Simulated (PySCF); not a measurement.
**UHF on Ag⁺ (silver, charge +1)**

Configuration: [Kr] 4d10, closed-shell 1S. Computed with PySCF 2.14 in def2-TZVPPD with the def2 core potential (28 electrons) (6s4p3d2f1g, 56 functions), with scalar relativity through the core potential.

| Item | Value |
| --- | --- |
| Total energy | -145.883287 hartree |
| One-electron energy | -255.8964 hartree |
| Hartree (Coulomb) energy | 123.2506 hartree |
| Exchange energy | -13.2374 hartree |
| ⟨S²⟩ | 0.0000 |
| ⟨L²⟩ | 0.000 |
| Sum of ⟨r⟩ | 21.77 bohr |
| Sum of ⟨r²⟩ | 31.63 bohr² |

```csv
shell,electrons,mean orbital energy (eV),"rms radius, mean of both spins (bohr)"
4s,2,-125.93,0.984
4p,6,-83.966,1.08
4d,10,-22.042,1.50
```

Energies and moments cover only the electrons outside the core potential.
